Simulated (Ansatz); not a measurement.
`[NH2][AlH][SiH2][TeH]` + H₂O → `[NH2][AlH][OH]` + `[SiH3][TeH]`  (formal hydrolysis of the Al–Si bond)

Program: Ansatz. Geometries: PBE0-D4/def2-TZVP. ΔE: electronic, gas phase. CCSD(T)/CBS adds triple-zeta CCSD(T) − MP2 to the extrapolated MP2 energy (def2 sets, frozen cores). This one scheme is used for every species. DFT in def2-TZVPP. B3LYP here is the variant with VWN-RPA as its local correlation; programs differ in this. def2 core potentials past Kr. For Te outer-core shells are correlated without core-valence functions, which leaves a few kJ/mol of doubt a bond. One conformer a species, not always the lowest.

CCSD(T)/CBS gives -116.5 kJ/mol.

Q: Another level gave -121.3 kJ/mol. Which?
A. B3LYP-D4/def2-TZVPP
B. PBE-D4/def2-TZVPP
C. ωB97M-V/def2-TZVPP
D. SCS-MP2/def2-TZVPP

A: A. B3LYP-D4 -121.3, SCS-MP2/def2-TZVPP -131.0, PBE-D4 -97.6, ωB97M-V -125.7 kJ/mol.

Largest T1 diagnostic among the species: 0.012.

From PBE to PBE0 (25 % exact exchange), in def2-TZVPP and without D4, ΔE moves by −4.8 kJ/mol. In def2-TZVPP, CCSD(T) changes the Hartree–Fock value by +25.4 kJ/mol (the triples alone add +4.5 kJ/mol) and MP2 by +18.3 kJ/mol. The D4 term adds +8.0 kJ/mol with B3LYP and +4.7 kJ/mol with PBE0; it sums over pairs of atoms, weighted by their polarisabilities, and B3LYP, whose exchange is more repulsive, gets the larger term.
